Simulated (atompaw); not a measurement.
Ag: PAW (atompaw) pseudisation with LDA (PW92), non-relativistic reference atom.

Ag, PAW, made with atompaw 4.2.0.5 (LDA (PW92), non-relativistic). Core [Ar] 3d10 4s2, reference 4p6 4d10 5s0 5p0 (charge +1). Waves: 5s (bound, empty): rc 2.85 bohr; 5s channel at 0.2 Ry: rc 2.85 bohr; 4p (bound): rc 1.45 bohr; 5p (bound, empty): rc 1.65 bohr; 4d (bound): rc 2.85 bohr; 4d channel at 3.05 Ry: rc 2.85 bohr. Local part: troulliermartins scheme with l = 3 at 0 Ry, radius 2.70 bohr. Core correction: smooth core density matched at 2.30 bohr. Augmentation charge: besselshape compensation charge, radius 2.55 bohr; PAW radius 2.85 bohr; waves and projectors: custom rrkj gramschmidtortho.

All-electron outer shells of the reference configuration (LDA (PW92), non-relativistic, ld1.x):

| shell | level (eV) | outermost node (bohr) | outermost maximum (bohr) |
| --- | --- | --- | --- |
| 4s | -95.76 | 0.45 | 0.85 |
| 4p | -64.86 | 0.45 | 0.88 |
| 4d | -16.15 | 0.43 | 1.03 |
| 5s | -10.84 | 1.14 | 2.46 |
| 5p | -6.21 | 1.26 | 3.04 |

**Question.** Estimate the cutoffs (Ry, on a coarse ladder) from which the occupation-weighted sum of valence levels, in a spherical-Bessel basis at the reference potential, stays within 10 and 1 mRy of its value at 400 Ry.

**Answer.** 40 Ry and 70 Ry.

**Question.** Does the potential have ghost states?

**Answer.** No extra level below or beside the all-electron valence levels (s, p, d, f tested).

**Question.** Is the overlap operator S = 1 + Σ q|β⟩⟨β| positive definite (Bessel basis up to 400 Ry)?

**Answer.** Yes: its lowest eigenvalue is 0.15 (p channel).

**Question.** Which valence shell sets the plane-wave cutoff?

**Answer.** 4p: its level needs 45 Ry to come within 1 mRy, against 12 Ry for 4d.
